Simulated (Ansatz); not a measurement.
Geometry optimisation of `O[SiH2]C(O)Cl`.

```yaml
crystal:
  periodic: [false, false, false]
  atoms:
    - {symbol: O, position_ang: [-2.053408, -0.639727, 0.237107]}
    - {symbol: Si, position_ang: [-0.440313, -1.027732, -0.001125]}
    - {symbol: C, position_ang: [0.591048, 0.580282, 0.196024]}
    - {symbol: O, position_ang: [1.894852, 0.387411, -0.181117]}
    - {symbol: Cl, position_ang: [-0.323103, 1.806579, -0.939639]}
    - {symbol: H, position_ang: [-2.287337, 0.175001, -0.250503]}
    - {symbol: H, position_ang: [-0.118355, -1.570480, -1.365035]}
    - {symbol: H, position_ang: [-0.071801, -2.012377, 1.067450]}
    - {symbol: H, position_ang: [0.469561, 1.073198, 1.185806]}
    - {symbol: H, position_ang: [2.421957, 1.176645, 0.054032]}
basis:
  gaussian: {orbitals: def2-TZVP}
hamiltonian: {xc: pbe0, dispersion: d4}
relax: {f_tol: 0.005, max_steps: 150}
```

```sh
$ ansatz run in.yaml --threads 4 --pin off --events-out ev --progress --plain --max-ram 10444MiB
```

Shortened log:

```
Functional definition: PBE0
mean field -25603.61260511 eV, -940.9154084859 hartree, gradient 2.6e-5 eV, S^2 0.000000; 0 other end points of the search recorded, 0 dependent functions left out
relax step   1: F+E_penalty+E_count = -25603.80538000 eV  Δ(F+E_penalty+E_count) = +0.000e0 eV  max|allowed force component| = 8.777e-1 eV/Å  Δτ_max = 0.0000 Å  (28 SCF iters, accepted)
mean field -25603.66505560 eV, -940.9173360060 hartree, gradient 2.2e-5 eV, S^2 0.000000; 0 other end points of the search recorded, 0 dependent functions left out
relax step   2: F+E_penalty+E_count = -25603.85808446 eV  Δ(F+E_penalty+E_count) = -5.270e-2 eV  max|allowed force component| = 6.036e-1 eV/Å  Δτ_max = 0.0428 Å  (32 SCF iters, accepted)
mean field -25603.68292376 eV, -940.9179926487 hartree, gradient 2.1e-5 eV, S^2 0.000000; 0 other end points of the search recorded, 0 dependent functions left out
relax step   3: F+E_penalty+E_count = -25603.87650947 eV  Δ(F+E_penalty+E_count) = -1.843e-2 eV  max|allowed force component| = 2.094e-1 eV/Å  Δτ_max = 0.0333 Å  (31 SCF iters, accepted)
mean field -25603.68663875 eV, -940.9181291721 hartree, gradient 2.1e-5 eV, S^2 0.000000; 0 other end points of the search recorded, 0 dependent functions left out
relax step   4: F+E_penalty+E_count = -25603.88002355 eV  Δ(F+E_penalty+E_count) = -3.514e-3 eV  max|allowed force component| = 2.352e-1 eV/Å  Δτ_max = 0.0862 Å  (30 SCF iters, accepted)
mean field -25603.69072843 eV, -940.9182794647 hartree, gradient 2.1e-5 eV, S^2 0.000000; 0 other end points of the search recorded, 0 dependent functions left out
relax step   5: F+E_penalty+E_count = -25603.88364336 eV  Δ(F+E_penalty+E_count) = -3.620e-3 eV  max|allowed force component| = 8.864e-2 eV/Å  Δτ_max = 0.0261 Å  (31 SCF iters, accepted)
mean field -25603.69110548 eV, -940.9182933212 hartree, gradient 2.2e-5 eV, S^2 0.000000; 0 other end points of the search recorded, 0 dependent functions left out
relax step   6: F+E_penalty+E_count = -25603.88407314 eV  Δ(F+E_penalty+E_count) = -4.298e-4 eV  max|allowed force component| = 4.557e-2 eV/Å  Δτ_max = 0.0121 Å  (31 SCF iters, accepted)
mean field -25603.69123480 eV, -940.9182980737 hartree, gradient 2.2e-5 eV, S^2 0.000000; 0 other end points of the search recorded, 0 dependent functions left out
relax step   7: F+E_penalty+E_count = -25603.88418885 eV  Δ(F+E_penalty+E_count) = -1.157e-4 eV  max|allowed force component| = 1.109e-2 eV/Å  Δτ_max = 0.0080 Å  (32 SCF iters, accepted)
mean field -25603.69126229 eV, -940.9182990838 hartree, gradient 2.2e-5 eV, S^2 0.000000; 0 other end points of the search recorded, 0 dependent functions left out
relax step   8: F+E_penalty+E_count = -25603.88420989 eV  Δ(F+E_penalty+E_count) = -2.104e-5 eV  max|allowed force component| = 2.669e-3 eV/Å  Δτ_max = 0.0019 Å  (33 SCF iters, accepted)
mean field -25603.69126229 eV, -940.9182990838 hartree, gradient 2.2e-5 eV, S^2 0.000000; 1 other end points of the search recorded, 0 dependent functions left out
Total energy: -25603.88424077 eV, -940.9253909121 hartree
Atom 0 at    -2.026871    -0.655113     0.267042 Å, force    -0.000716     0.000591    -0.000036 eV/Å
Atom 1 at    -0.442542    -0.987579     0.003613 Å, force     0.002669     0.001099     0.001844 eV/Å
Atom 2 at     0.581247     0.603518     0.192675 Å, force     0.001259    -0.002061     0.002351 eV/Å
Atom 3 at     1.891461     0.365840    -0.146530 Å, force     0.000735     0.002356    -0.000391 eV/Å
Atom 4 at    -0.208286     1.819937    -0.940555 Å, force     0.000048     0.000777    -0.001517 eV/Å
Atom 5 at    -2.404712     0.043272    -0.272711 Å, force     0.000134    -0.000495     0.000483 eV/Å
Atom 6 at    -0.162260    -1.500204    -1.359816 Å, force    -0.001611    -0.001416    -0.000358 eV/Å
Atom 7 at    -0.044214    -1.963071     1.044425 Å, force    -0.001124     0.001260    -0.001544 eV/Å
Atom 8 at     0.470820     1.079875     1.170862 Å, force    -0.001282    -0.002257    -0.001144 eV/Å
Atom 9 at     2.428458     1.142326     0.043996 Å, force    -0.000112     0.000146     0.000312 eV/Å
Dipole moment:     0.207655     0.222406     0.175321 e Å
```

Run time 31 s (4 threads of an Arm Neoverse V1 on a shared host); peak host memory 0.53 GiB.
